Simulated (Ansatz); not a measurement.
Molecule: AsH$_{5}$ (charge 0, singlet). 
Coordinates optimised at B3LYP-D3(BJ)/def2-TZVP (Ansatz, a program for electronic structure):
SMILES: [AsH5]
```xyz
6

As     0.0000     0.0000     0.0000
H      0.0069    -0.0006     1.6054
H     -0.0069     0.0006    -1.6054
H      1.5317     0.0008    -0.0066
H     -0.7666     1.3261     0.0038
H     -0.7651    -1.3269     0.0028
```

Basis-set convergence of Hartree-Fock and MP2 correlation energies (hartree) with Ansatz. Valence correlation only, unless marked. Spin-orbit coupling is left out. The frozen core is the preceding noble-gas configuration, with the filled d and f shells of earlier blocks. Non-relativistic.

```tsv
basis	functions	E(HF)	E(corr, MP2)
aug-cc-pVDZ	81	-2236.93641	-0.16316
aug-cc-pVTZ	174	(withheld)	(withheld)
```

Q: Fill in the missing entries.

A: 
- aug-cc-pVTZ, E(HF): -2237.01416
- aug-cc-pVTZ, E(corr, MP2): -0.19733
